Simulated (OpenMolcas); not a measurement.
# What dynamic correlation does to the levels of As

```
Program             : OpenMolcas 26.06
Basis               : ANO-RCC-VTZP [6s5p3d1f]
Scalar Hamiltonian  : DKH2, point nucleus
Active space        : 5 electrons in 8 orbitals (4s 4p 5s 5p)
State averaging     : 2S+1 = 4 odd, 1 root; 2S+1 = 2 odd, 8 roots; 2S+1 = 4 even, 3 roots
Spin-orbit coupling : state interaction with AMFI integrals over the reference wave functions, term energies averaged over their components
```

Methods on the same reference wave functions:
A. CASSCF
B. SS-CASPT2, IPEA 0.25 Eh, imaginary shift 0.1 Eh (closed shells correlated: 3d)
C. XMS-CASPT2, IPEA 0.25 Eh, imaginary shift 0.1 Eh (closed shells correlated: 3d)

Energies in cm⁻¹ above 4s² 4p³ ⁴S°_3/2, the measured ground level; measured values from NIST Handbook of Basic Atomic Spectroscopic Data.

```csv
Level,A,B,C,Measured
4s² 4p³ ⁴S°_3/2,0.0,0.0,0.0,0.0
4s² 4p³ ²D°_3/2,13824,11790,11610,10593
4s² 4p³ ²D°_5/2,14164,12050,11870,10915
4s² 4p³ ²P°_1/2,19387,19160,19130,18186
4s² 4p³ ²P°_3/2,19754,19450,19420,18648
```

Deviations, from unrounded energies. A percentage is the sum of absolute deviations over the sum of measured energies, with the sign that they share, or ± where signs differ.

```csv
Against measurement,Levels,A,B,C
mean absolute deviation (cm-1),4,2200,1000,920
other terms of the ground configuration (%),4,+15.1,+7.0,+6.3
```

C lies closest to measurement on these levels and A furthest from it. The largest miss of C in the table is 4s² 4p³ ²D°_3/2, by +1000 cm-1. The ranking rests on the paired levels alone, and a cruder setting can come out closer through cancelling errors.

Between B and C the level of the table that moves most is 4s² 4p³ ²D°_5/2, by 180 cm-1 (lowest in C, highest in B). Moves below CASPT2's spread within the term are not significant.

The mean deviations of B to C differ by less than CASPT2's widest spread within a term (420 cm-1), so their order carries little weight.

From A to B the spin-free energies of the other terms of 4s² 4p³ shown, above ⁴S°, scale by factors of 0.85 to 0.99.

The lowest spin-free term lies below A's lowest term by 0.113 hartree in B, 0.113 hartree in C.

Term energies are means over components that CASPT2 splits; among the terms shown or strongly mixed into the levels shown the widest spread is 420 cm-1 (4s² 4p³ ²D°, C). Over all roots computed the reference weight is 0.87 to 0.96 in C; the roots of lowest weight are the least certain, and an intruder state may touch them. Active for correlation alone: 5p 5s; no level in the range computed is led by a configuration that fills them, so any true level of that kind is missing. Without dynamic correlation excited terms often stand tens of per cent too high (terms of higher spin than the ground term too low), and those without a measured partner can miss by more than the paired ones (holds for A). Some levels mix across a computed gap that differs much from the measured one, so their mixing is not that of the real levels (holds for A). Computed and measured levels are paired by configuration, term and J; levels that our copy of the source lacks, or whose pairing is in doubt (as where it misses far off the trend of its configuration), stay unpaired and out of the deviations. Levels of configurations outside the active space are missing. The table leaves out levels that lie high or whose names do not pair safely across all columns.

° marks odd parity.
